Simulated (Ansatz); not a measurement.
Relaxation of a periodic cell of 17 atoms, Si16O (host Si, host structure diamond, interstitial O), to a largest force component of 0.08 eV/Å in at most 25 steps.

All numbers below come from Ansatz, DFT PBE, scalar-relativistic, plane waves, PAW. Settings: accuracy low, PAW set soft_1, cutoff 420 eV, k mesh 2x2x2, fermi-dirac smearing 0.02 eV, spin collinear.

```xyz
17
Lattice="0.0000 5.4300 5.4300 5.4300 0.0000 5.4300 5.4300 5.4300 0.0000" Properties=species:S:1:pos:R:3:forces:R:3
Si 0.000 0.000 0.000 0.00 -0.19 -0.09
Si 1.357 1.357 1.357 -0.33 0.04 0.14
Si 2.715 2.715 0.000 0.12 -0.35 -0.17
Si 4.072 4.072 1.357 -0.06 0.19 0.10
Si 2.715 0.000 2.715 0.21 -0.07 -0.13
Si 4.072 1.357 4.072 -0.16 0.02 0.16
Si 5.430 2.715 2.715 0.02 -0.29 -0.17
Si 6.787 4.072 4.072 -0.41 0.08 0.26
Si 0.000 2.715 2.715 0.11 0.00 0.01
Si 1.357 4.072 4.072 -0.02 -0.02 0.06
Si 2.715 5.430 2.715 -0.04 -0.03 0.02
Si 4.072 6.787 4.072 -0.03 0.11 0.04
Si 2.715 2.715 5.430 -0.03 -0.01 -0.06
Si 4.072 4.072 6.787 -0.02 -0.05 -0.02
Si 5.430 5.430 5.430 0.10 -0.01 -0.04
Si 6.787 6.787 6.787 -0.01 0.12 0.00
O 6.148 2.136 4.773 0.57 0.45 -0.12
```

Question: Where does it end, and by what steps?

Answer: The forces met the threshold. The threshold is loose, so the end isn't yet a minimum. The force dipped under the threshold on the way, but the program's further checks kept it going. Limits of this set-up: coarse k mesh, low accuracy level. After 8 steps the energy has fallen by 2.407 eV; O17 moved furthest, 0.86 Å. Parted: Si3–Si8 (2.35 → 2.94 Å).

| step | energy less start (eV) | largest force component (eV/Å) | accepted |
| --- | --- | --- | --- |
| 0 | 0.0000 | 0.567 | yes |
| 1 | -0.0572 | 0.673 | yes |
| 2 | -0.2975 | 1.240 | yes |
| 3 | -0.6859 | 1.392 | yes |
| 4 | -1.4076 | 1.661 | yes |
| 5 | -2.3136 | 0.643 | yes |
| 6 | -2.3875 | 0.594 | yes |
| 7 | -2.4074 | 0.062 | yes |
| 8 | -2.4074 | 0.062 | yes |

```xyz
17
Lattice="0.0000 5.4300 5.4300 5.4300 0.0000 5.4300 5.4300 5.4300 0.0000" Properties=species:S:1:pos:R:3
Si 0.001 0.033 0.016
Si 1.427 1.107 1.593
Si 2.744 2.407 0.182
Si 3.816 4.205 1.177
Si 2.826 -0.230 2.886
Si 4.084 1.377 4.053
Si 5.154 2.806 2.478
Si 6.486 4.094 3.891
Si 0.069 2.643 2.748
Si 1.344 4.084 4.095
Si 2.616 5.510 2.729
Si 4.101 6.751 4.083
Si 2.711 2.710 5.421
Si 4.137 3.973 6.794
Si 5.418 5.426 5.449
Si 6.706 6.865 6.776
O 6.809 2.677 4.700
```

The run took 120 s on 1 thread of Arm Neoverse V2, with other jobs on the host, peak memory 0.65 GiB.
